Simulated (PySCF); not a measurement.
Delta-SCF ions had no search for a lower state. Excitations are Tamm–Dancoff values on a coarser integration grid. The basis has no diffuse functions, so Rydberg states are missing or too high.

C2H4BN, SMILES `N#CCB` (H–B–C–C torsion 89°) (charge 0, multiplicity 1)

The numbers are results of PySCF with M06-2X/def2-TZVP, not measurements.

The HOMO is -10.57 eV. The dipole moment is 3.89 D, the LUMO comes out as -1.26 eV and the HOMO–LUMO gap is 9.30 eV. The S1 excitation (TDA) is 5.79 eV, the S1 oscillator strength is 0.000 and the T1 excitation (TDA) is 5.22 eV. The S1–T1 gap (TDA) is 0.57 eV and the vertical ionisation energy (Delta-SCF) is 11.91 eV. The total energy comes out as -158.1672 Ha and the cost comes out as about 8 core-minutes (a rough figure).

```xyz
8

B     -1.0713     0.3392    -0.0051
C      0.1925    -0.5835     0.2461
C      1.2777     0.2302    -0.2948
N      2.0764     0.9244    -0.7381
H     -1.6598     0.2564    -1.0311
H     -1.3809     1.1390     0.8135
H      0.1646    -1.5266    -0.2992
H      0.3964    -0.7718     1.3000
```
Charge 0, spin multiplicity 1.
